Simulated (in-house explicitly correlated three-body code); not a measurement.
Computed with an exponentially correlated three-body code. Model: two electrons around a point charge, non-relativistic, variational in 260 exponentially correlated functions (energies converged to about 1e-7 hartree, or 1e-8 relative for large Z).

Command:
```bash
python run_hyl.py task.json out
```
Settings (lengths in bohr, energies in hartree):
```
Z                      4
screening              0.2
interaction_strength   1
functions              260
states_tried           13
```

Cost of the run: 77 s on 1 thread of Arm Neoverse V2, on a shared host.

**Those bound S and P states to n = 4 that converged, binding against the one-electron ion.**

Given: nuclear charge 4; Yukawa screening of all interactions 0.2 1/bohr.

Computed: one-electron threshold -7.22906286 hartree.

```json
{"term": "1 1S", "energy (hartree)": "-12.3077595", "binding (eV)": "138.2"}
{"term": "2 3S", "energy (hartree)": "-8.01881391", "binding (eV)": "21.49"}
{"term": "2 1S", "energy (hartree)": "-7.91405958", "binding (eV)": "18.64"}
{"term": "2 3P", "energy (hartree)": "-7.88836893", "binding (eV)": "17.941"}
{"term": "2 1P", "energy (hartree)": "?", "binding (eV)": "?"}
{"term": "3 3S", "energy (hartree)": "-7.37096337", "binding (eV)": "3.8613"}
{"term": "3 1S", "energy (hartree)": "-7.35003914", "binding (eV)": "3.2919"}
{"term": "3 3P", "energy (hartree)": "?", "binding (eV)": "?"}
{"term": "3 1P", "energy (hartree)": "-7.3250356", "binding (eV)": "2.6116"}
```

Problem. What belongs in the row 2 1P?

Solution. energy (hartree): -7.83032852; binding (eV): 16.361.

Problem. What belongs in the row 3 3P?

Solution. energy (hartree): -7.33714328; binding (eV): 2.941.

**Converged states only, values per electron or pair (inverse distances are <exp(-kr)/r>).**

```tsv
term	mean r (bohr)	mean r squared (bohr²)	mean inverse r (1/bohr)	mean r12 (bohr)	mean inverse r12 (1/bohr)	mean cosine	mean p1 dot p2 (bohr⁻²)	delta r1 (bohr⁻³)	delta r12 (bohr⁻³)
1 1S	0.41537	0.23345	3.4888	0.62042	1.9976	-0.032809	0.41701	17.136	1.514
2 3S	?	?	?	?	?	?	?	?	-
2 1S	1.1751	2.3748	2.1871	2.0164	0.5154	-0.012061	0.031048	10.775	0.19695
2 3P	?	?	?	?	?	?	?	?	-
2 1P	1.0743	1.9906	2.1724	1.8079	0.5484	0.020816	0.56457	10.174	0.036984
3 3S	2.5662	13.014	1.9836	4.7766	0.13681	-0.0022169	0.0053065	10.303	-
3 1S	2.7414	14.994	1.9772	5.1238	0.14243	-0.0027879	0.0067533	10.283	0.042676
3 3P	2.6116	13.733	1.976	4.8698	0.14559	-0.01099	-0.11976	10.126	-
3 1P	2.743	15.236	1.9714	5.1254	0.14364	0.0039833	0.1129	10.154	0.0086144
```

Problem. What belongs in the row 2 3S?

Solution. mean r (bohr): 1.0908; mean r squared (bohr²): 2.0007; mean inverse r (1/bohr): 2.2092; mean r12 (bohr): 1.8623; mean inverse r12 (1/bohr): 0.46918; mean cosine: -0.0095226; mean p1 dot p2 (bohr⁻²): 0.025074; delta r1 (bohr⁻³): 10.877.

Problem. What belongs in the row 2 3P?

Solution. mean r (bohr): 1.0127; mean r squared (bohr²): 1.7456; mean inverse r (1/bohr): 2.1883; mean r12 (bohr): 1.7228; mean inverse r12 (1/bohr): 0.54833; mean cosine: -0.057712; mean p1 dot p2 (bohr⁻²): -0.65267; delta r1 (bohr⁻³): 10.025.

**Electric-dipole lines between converged S and P states, rate of the upper state's decay.**

```
s state  p state  p minus s (eV)  oscillator strength from s  rate (1/s)
   1 1S     2 1P          121.84                     0.51163  1.0985e+11
   1 1S     3 1P          135.59                    0.086799   2.308e+10
   2 1S     2 1P               ?                           ?           ?
   2 1S     3 1P          16.028                     0.21161  7.8631e+08
   3 1S     2 1P         -13.069                   -0.071151  5.2735e+08
   3 1S     3 1P               ?                           ?           ?
   2 3S     2 3P          3.5496                     0.24635  4.4896e+07
   2 3S     3 3P          18.549                      0.1744  8.6794e+08
   3 3S     2 3P         -14.079                   -0.083421  7.1754e+08
   3 3S     3 3P         0.92029                     0.51519  6.3111e+06
```

Problem. What belongs in the row 2 1S 2 1P?

Solution. p minus s (eV): 2.2784; oscillator strength from s: 0.18387; rate (1/s): 1.3806e+07.

Problem. What belongs in the row 3 1S 3 1P?

Solution. p minus s (eV): 0.68038; oscillator strength from s: 0.43119; rate (1/s): 2.8871e+06.

**Static dipole response.**

```
state  polarisability (bohr³)
 1 1S                0.052997
 2 3S                  15.198
```
